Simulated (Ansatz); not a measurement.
Ansatz (a quantum-chemistry and plane-wave program) job for CH₃O₃Re, SMILES [Re]([CH3])(=[O])(=[O])=[O] (connectivity only; charge and spin as stated), charge +1, multiplicity 2, PBE0/def2-SVPD. Coordinates come from a B3LYP-D3(BJ)/def2-SVP optimisation. The spin state was assumed, not searched. The isomer is the one that the SMILES or the coordinates give; other isomers of the formula were not compared. The def2 effective core potentials stand for the cores of Re; spin–orbit coupling is left out.

Ansatz 0.2 input:
```yaml
crystal:
  periodic: [false, false, false]
  atoms:
    - {symbol: Re, position_ang: [-0.02104939, 0.06640034, 0.00000000]}
    - {symbol: O, position_ang: [-0.93930289, 0.29608490, -1.39009891]}
    - {symbol: O, position_ang: [-0.93930295, 0.29608491, 1.39009887]}
    - {symbol: O, position_ang: [1.52724244, 1.07565107, 0.00000002]}
    - {symbol: C, position_ang: [0.45998349, -1.92348464, 0.00000001]}
    - {symbol: H, position_ang: [-0.46605865, -2.52813390, -0.00000000]}
    - {symbol: H, position_ang: [1.04788460, -2.12677522, 0.91509001]}
    - {symbol: H, position_ang: [1.04788463, -2.12677523, -0.91508995]}
basis:
  gaussian:
    orbitals: def2-SVPD
hamiltonian:
  xc: {name: PBE0}
total_charge: 1
magnetization: {spin_polarized: true, initial_magnetization: 1}
```

Program output:

```
WARN ansatz: RAYON_NUM_THREADS=1 ignored (pool sized by the plan → 1); use --threads N
Functional definition: PBE0
integrals: 0.07 GiB planned
1266 factors; their error is unknown
mean field: 0.87 GiB planned
mean field evaluation 1: about -9304.6522 eV, gradient 9.0e1 eV
mean field evaluation 2: about -9094.0870 eV, gradient 2.3e2 eV
mean field evaluation 4: about -9311.8789 eV, gradient 7.4e1 eV
mean field evaluation 8: about -9334.4628 eV, gradient 5.8e0 eV
mean field evaluation 16: about -9334.8576 eV, gradient 8.1e-2 eV
mean field evaluation 32: about -9334.9270 eV, gradient 1.8e-4 eV
mean field evaluation 64: about -9334.9270 eV, gradient 3.1e-6 eV
mean field -9335.13647240 eV, -343.0599377778 hartree, gradient 4.5e-6 eV, S^2 0.764354; 5 other end points of the search recorded, 0 dependent functions left out
reference -9335.13651621 eV, -343.0599393878 hartree; 24, 23 occupied and 124, 125 virtual orbitals, 1266 factors
Total energy: -9335.13651621 eV, -343.0599393878 hartree
```

Self-consistency was reached.

Cost: around 50 core-seconds (rough).
